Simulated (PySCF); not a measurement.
Computed shifts of a molecule C3H5FOSi, PBE/pcSseg-1 in PySCF, GIAO, gas phase, atoms alike by connectivity averaged where their shifts nearly agree, in ppm (number of nuclei): ¹⁹F: -154.5 (1). ²⁹Si: 3.4 (1). ¹³C: 167.7 (1), 128.8 (1), 82.1 (1). ¹H: 7.78 (1), 6.46 (1), 5.88 (1), 5.26 (1), 5.11 (1). References: ¹⁹F against CFCl3 (σ = 133.6 ppm); ²⁹Si against TMS (σ = 335.4 ppm); ¹³C against TMS (σ = 182.0 ppm); ¹⁷O against H2O (σ = 334.3 ppm); ¹H against TMS (σ = 31.49 ppm), references at their B3LYP-D3(BJ)/def2-TZVP geometries, non-relativistic. Coordinates come from a B3LYP-D3(BJ)/def2-SVP optimisation. The values are those of a single conformer.

Q: Identify the compound among the candidates.
A) O=C([SiH3])/C=C/F
B) CC1=CO[Si@@H]1F
C) O[Si@@H]1C=C(F)C1
D) F[Si@H]1C=CCO1

A: D, F[Si@H]1C=CCO1
